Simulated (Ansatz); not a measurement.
CH4ClFMoO2S, SMILES `C[O][Mo]([OH])([F])(=[S])[Cl]`, relaxed with RKS PBE-D4/def2-SVP in Ansatz from a rough embedded geometry. The force threshold is 0.03 eV/Å; the program also tests the step.

Total charge 0; spin multiplicity 1. Mo: def2 effective core potential.

Start:

```xyz
11

C     1.826    0.114    0.032
O     1.018   -0.878    0.706
Mo   -0.997   -0.358   -0.046
O    -1.011    1.882    0.509
F    -2.342   -1.536    0.549
S    -3.218   -0.255   -0.908
Cl   -0.895   -2.307   -1.341
H     2.594    0.452    0.672
H     2.137   -0.340   -0.915
H     1.082    0.979   -0.194
H    -0.193    2.247    0.937
```

Problem. How much energy does the relaxation release, and in how many steps? (An estimate is asked.)

Solution. The calculation gave: 177.81 kcal/mol, in 53 steps, 6 of them rejected.

Problem. Which bonds change most? (Estimate.)

Solution. The calculation gave: Mo3–O4 from 2.308 to 1.904 Å; O2–Mo3 from 2.212 to 1.851 Å; Mo3–S6 from 2.385 to 2.117 Å; C1–H8 from 1.055 to 1.112 Å.

Problem. Give the relaxed structure. (Estimate.)

Solution. Computed: 
```xyz
11

C     1.856    0.211   -0.503
O     0.483    0.422   -0.680
Mo   -1.136   -0.195   -0.029
O    -0.982    1.077    1.379
F    -2.281   -1.078    1.180
S    -2.529    0.462   -1.482
Cl   -0.376   -2.344   -0.542
H     2.174    0.529    0.514
H     2.064   -0.879   -0.624
H     2.418    0.787   -1.267
H    -1.691    1.008    2.053
```
